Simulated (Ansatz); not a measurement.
A run for Ansatz (a program for electronic structure): R-PBE0/def2-TZVPP on H2S2Se (SMILES S[Se]S), a point of a torsion scan.

Ansatz 0.2 input:
```yaml
crystal:
  periodic: [false, false, false]
  atoms:
    - {symbol: S, position_ang: [1.69267780, -0.51469243, -0.62572788]}
    - {symbol: Se, position_ang: [-0.46337415, -0.52895564, -1.04424630]}
    - {symbol: S, position_ang: [-1.38746724, -0.58598479, 0.93066744]}
    - {symbol: H, position_ang: [1.72218494, 0.62294203, 0.07687901]}
    - {symbol: H, position_ang: [-1.50056643, 0.73660158, 1.10451206]}
basis:
  gaussian:
    orbitals: def2-TZVPP
hamiltonian:
  xc: {name: PBE0}
scf: {lower_state_search: off}
```

It printed:

```
WARN ansatz: RAYON_NUM_THREADS=1 ignored (pool sized by the plan → 1); use --threads N
Functional definition: PBE0
these checks for a lower state are left out or cut short: stability, starts, cluster_reference, orbital_swaps, neighbouring_geometries, increment
integrals: 0.09 GiB planned
1160 factors; their error is unknown
mean field: 0.77 GiB planned
mean field evaluation 1: about -87037.9626 eV, gradient 1.6e1 eV
mean field evaluation 2: about -87037.7236 eV, gradient 1.9e1 eV
mean field evaluation 4: about -87038.5329 eV, gradient 9.7e-1 eV
mean field evaluation 8: about -87038.9636 eV, gradient 4.0e-1 eV
mean field evaluation 16: about -87038.9638 eV, gradient 2.8e-5 eV
mean field -87038.96378910 eV, -3198.6229221209 hartree, gradient 8.7e-6 eV, S^2 0.000000; 0 other end points of the search recorded, 0 dependent functions left out
reference -87038.96381254 eV, -3198.6229229824 hartree; 34, 34 occupied and 126, 126 virtual orbitals, 1160 factors
Total energy: -87038.96381254 eV, -3198.6229229824 hartree
Checks for a lower state left out: stability, starts, cluster_reference, orbital_swaps, neighbouring_geometries, increment
```

The calculation finished and met its thresholds.

Cost: around 2.9 core-seconds (rough).
